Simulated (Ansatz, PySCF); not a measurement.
HfH4, SMILES [HfH4], multiplicity 1. Atoms are numbered in the order given.

```xyz
5

Hf     0.0000     0.0000     0.0000
H      1.0683     1.0683     1.0683
H     -1.0683     1.0683    -1.0683
H     -1.0683    -1.0683     1.0683
H      1.0683    -1.0683    -1.0683
```

Coordinates come from a B3LYP-D3(BJ)/def2-TZVPD optimisation. The spin state was assumed, not searched. The def2 effective core potentials stand for the cores of Hf; spin–orbit coupling is left out.

Two levels are set side by side: PBE-D3(BJ)/def2-TZVPD (Ansatz, a program for electronic structure) and B3LYP-D3(BJ)/def2-TZVPD (Ansatz). Each level has its own optimised geometry; the coordinates shown are those of the second. Frequencies come from the Hessian of PySCF at each geometry. Differences are taken from unrounded values.

| quantity | B3LYP-D3(BJ) | PBE-D3(BJ) | PBE-D3(BJ) minus B3LYP-D3(BJ) |
|---|---|---|---|
| mean bond length (Å) | 1.850 | 1.853 | 0.003 |
| bond Hf1–H2 (Å) | 1.850 | 1.853 | 0.003 |
| bond Hf1–H3 (Å) | 1.850 | 1.853 | 0.003 |
| bond Hf1–H4 (Å) | 1.850 | 1.853 | 0.003 |
| bond Hf1–H5 (Å) | 1.850 | 1.853 | 0.003 |
| highest harmonic wavenumber (cm⁻¹) | 1772 | 1732 | -40 |
| mean harmonic wavenumber (cm⁻¹) | 1102 | 1080 | -22 |
| zero-point energy (kcal/mol) | 14.18 | 13.90 | -0.28 |
